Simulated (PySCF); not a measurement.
Species: C₄H₁₄O₂Si₃.
Atom-mapped SMILES: `[OH:1][Si@@H:2]([O:3][SiH3:4])[C@H:5]([SiH3:6])[CH:7]1[CH2:8][CH2:9]1` (hydrogens: H10 on O1; H11 on Si2; H12, H13, H14 on Si4; H15 on C5; H16, H17, H18 on Si6; H19 on C7; H20, H21 on C8; H22, H23 on C9)

Geometry (PBE0-D3(BJ)/def2-SVP, Å), atoms numbered from 1 in this order:
```
atom  x, y, z in Å
O1     0.8990    1.4707    2.3635
Si2    1.0128    0.9367    0.7956
O3     2.5262    0.3300    0.5240
Si4    3.7921   -0.4264   -0.2192
C5    -0.2955   -0.3848    0.6058
Si6   -0.0363   -1.2954   -1.0323
C7    -1.6570    0.2474    0.8603
C8    -2.9561   -0.4183    0.5082
C9    -2.5082    0.7956   -0.2506
H10    1.4726    2.1992    2.6174
H11    0.7948    2.0653   -0.1557
H12    3.8236   -1.8713    0.1535
H13    3.6730   -0.3065   -1.7038
H14    5.0649    0.2153    0.2240
H15   -0.0842   -1.1301    1.3974
H16    0.1781   -0.3333   -2.1592
H17    1.1856   -2.1483   -0.9199
H18   -1.1868   -2.1799   -1.3918
H19   -1.6847    0.8290    1.7892
H20   -3.7868   -0.3152    1.2113
H21   -2.9226   -1.3835   -0.0041
H22   -2.1652    0.6545   -1.2809
H23   -3.0304    1.7422   -0.0897
```

Jobs on this species (23 atoms, 96 electrons) with PySCF (density fitting). Hardware of each: an Arm Neoverse V1 with one thread, no GPU (shared host). Other jobs ran on the host; a repeat could differ by tens of per cent or more. Peak memory is the resident size of the whole Python process, interpreter and libraries included.

```json
{"level and settings": "PBE0-D3(BJ)/def2-SVP, grid level 1", "work": "geometry optimisation from a GFN2-xTB start", "basis functions": "208", "SCF cycles": "?", "wall time": "?", "peak memory": "?"}
{"level and settings": "PBE0/pcSseg-1, IEF-PCM chloroform", "work": "shieldings, ring-centre shieldings, charges and field gradients", "basis functions": "244", "SCF cycles": "14", "wall time": "74 s", "peak memory": "1.3 GiB"}
{"level and settings": "PBE0/pcSseg-1, IEF-PCM dichloromethane", "work": "shieldings, ring-centre shieldings", "basis functions": "244", "SCF cycles": "14", "wall time": "63 s", "peak memory": "1.3 GiB"}
```

**Question.** Fill in the missing figures.

**Answer.** 
- PBE0-D3(BJ)/def2-SVP, grid level 1; geometry optimisation from a GFN2-xTB start: 4.1 min, 0.92 GiB, 53 SCF cycles

**Question.** What do all jobs in the table cost together?

**Answer.** About 6.4 min; the longest takes about 64 % of that, and about 3.9 times as long as the shortest.
